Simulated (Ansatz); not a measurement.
Input file for Ansatz (an electronic-structure program): R-B3LYP/def2-TZVPP on BeGeH4 (SMILES [BeH][GeH3]), atoms moved off the minimum.

Ansatz 0.2 input:
```yaml
crystal:
  periodic: [false, false, false]
  atoms:
    - {symbol: Be, position_ang: [-1.67401141, -0.90574740, -0.25266670]}
    - {symbol: H, position_ang: [-2.84362351, -1.50114504, -0.38975416]}
    - {symbol: Ge, position_ang: [0.21681739, 0.16776145, -0.00282725]}
    - {symbol: H, position_ang: [1.28518268, -0.73298927, 0.82434121]}
    - {symbol: H, position_ang: [0.88528380, 0.50811513, -1.29467504]}
    - {symbol: H, position_ang: [0.12090639, 1.39684790, 0.84143896]}
basis:
  gaussian:
    orbitals: def2-TZVPP
hamiltonian:
  xc: {name: B3LYP}
scf: {lower_state_search: off}
output: {forces: true}
```

It printed:

```
WARN ansatz: RAYON_NUM_THREADS=1 ignored (pool sized by the plan → 1); use --threads N
Functional definition: B3LYP
these checks for a lower state are left out or cut short: stability, starts, cluster_reference, orbital_swaps, neighbouring_geometries, increment
integrals: 0.04 GiB planned
766 factors; their error is unknown
mean field: 0.37 GiB planned
mean field evaluation 1: about -56984.5385 eV, gradient 2.0e1 eV
mean field evaluation 2: about -56985.0772 eV, gradient 1.5e1 eV
mean field evaluation 4: about -56985.3307 eV, gradient 6.4e-1 eV
mean field evaluation 8: about -56985.5460 eV, gradient 9.6e-3 eV
mean field evaluation 16: about -56985.5460 eV, gradient 1.6e-6 eV
mean field -56985.54597114 eV, -2094.1801882491 hartree, gradient 1.6e-6 eV, S^2 0.000000; 0 other end points of the search recorded, 0 dependent functions left out
the calculation of the forces begins
reference -56985.54622894 eV, -2094.1801977230 hartree; 20, 20 occupied and 103, 103 virtual orbitals, 766 factors
Total energy: -56985.54622894 eV, -2094.1801977230 hartree
Atom 0 at    -1.674011    -0.905747    -0.252667 Å, force    -0.027006     0.085764     0.028239 eV/Å
Atom 1 at    -2.843624    -1.501145    -0.389754 Å, force    -0.114369    -0.116455    -0.025478 eV/Å
Atom 2 at     0.216817     0.167761    -0.002827 Å, force     0.464655    -1.529956     0.918370 eV/Å
Atom 3 at     1.285183    -0.732989     0.824341 Å, force    -0.645998     0.492220    -0.584030 eV/Å
Atom 4 at     0.885284     0.508115    -1.294675 Å, force     0.419141     0.272448    -0.705378 eV/Å
Atom 5 at     0.120906     1.396848     0.841439 Å, force    -0.096423     0.795978     0.368277 eV/Å
Dipole moment:    -0.110462    -0.026757    -0.053194 e Å
Checks for a lower state left out: stability, starts, cluster_reference, orbital_swaps, neighbouring_geometries, increment
```

The run converged.

Cost: around 1.5 core-seconds (rough).
